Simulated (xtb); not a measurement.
BF₂Cl, SMILES FB(F)Cl. All values are semi-empirical tight-binding results from xtb (GFN2-xTB unless named), good for trends rather than for accurate numbers. Geometry optimised at GFN2-xTB.

Optimised geometry:

Bonds (Å): B1–F2 1.313, B1–F3 1.313, B1–Cl4 1.694. Bond angles (°): F2–B1–F3 115.8, F2–B1–Cl4 122.1, F3–B1–Cl4 122.1.

- point group as xtb finds it: C2v
- orbital gap: 5.58 eV
- dipole moment: 0.21 D
- zero-point energy: 6.0 kcal/mol
- G − E(el) at 298.15 K (modified RRHO): -10.7 kcal/mol
- static polarisability (D4 model): 33.1 bohr³
- solvation energy, GFN2-xTB/ALPB(water): 0.1 kcal/mol
- solvation energy, GFN2-xTB/ALPB(acetone): -1.3 kcal/mol

Computed atomic charges and the Wiberg bond orders between heavy atoms:
charges (e) B1 0.61, F2 -0.23, F3 -0.23, Cl4 -0.15. Bond orders B1–F2 1.09, B1–F3 1.09, B1–Cl4 1.15.
